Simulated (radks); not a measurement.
Results of a calculation; reference values are marked as such.
Spherical quantum dot in the effective-mass picture: electrons in a hard-walled sphere of radius 8.37, with a point charge +1 (a donor) at the centre, all in effective atomic units (hartree* = m*/eps^2 hartree, bohr* = eps/m* bohr), one dielectric constant everywhere. Level of theory: non-relativistic Kohn-Sham, LDA (Slater exchange, Perdew-Wang correlation), spin-polarised, spherical densities (a radial shooting solver with Libxc functionals). Levels are named by radial order and angular momentum (1s, 1p, 1d, 2s, ...), and open shells are averaged over m. At N = 7 the configuration is 1s2 1p(up 3, down 1) 2s(up 1, down 0). Does electron 8 go into 1d up or 2s down or 1p down?

Answer. Into 1p down. The total energies of the other choices lie higher by 0.0487 hartree* (1d up), 0.0921 hartree* (2s down). A rearrangement to 1s2 1p6 is lower still, by 0.00542 hartree*.
